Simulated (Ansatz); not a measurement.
Mulliken charges of `Cl[SiH]1[CH2][AlH]1` from ωB97M-V/def2-TZVPP in Ansatz (PBE0-D4/def2-TZVP geometry).

| atom | x (Å) | y (Å) | z (Å) | charge (e) |
| --- | --- | --- | --- | --- |
| Cl1 | -2.211 | 1.449 | -0.315 | -0.239 |
| Si2 | -0.439 | 0.537 | -0.889 | 0.245 |
| C3 | 0.660 | 0.205 | 0.622 | -0.435 |
| Al4 | -0.117 | -1.523 | 0.149 | 0.284 |
| H5 | 0.108 | 1.335 | -2.019 | -0.028 |
| H6 | 0.651 | 0.811 | 1.527 | 0.116 |
| H7 | 1.694 | 0.148 | 0.235 | 0.117 |
| H8 | -0.254 | -3.020 | 0.635 | -0.060 |

By hand: the dipole of these point charges (1 e Å = 4.8032 D).

Σ q r = (0.386, -0.481, -0.148) e Å, of length 0.634 e Å = 3.05 D.

How does the dipole of the full density compare? (Estimate.)

The calculation gave: (0.342, -0.352, 0.058) e Å, 2.37 D; the point charges give 1.29 times that, at 21° from its direction.

Point charges leave out the atoms' own dipoles, such as those of lone pairs, and Mulliken's split depends on the basis, so the two needn't agree.
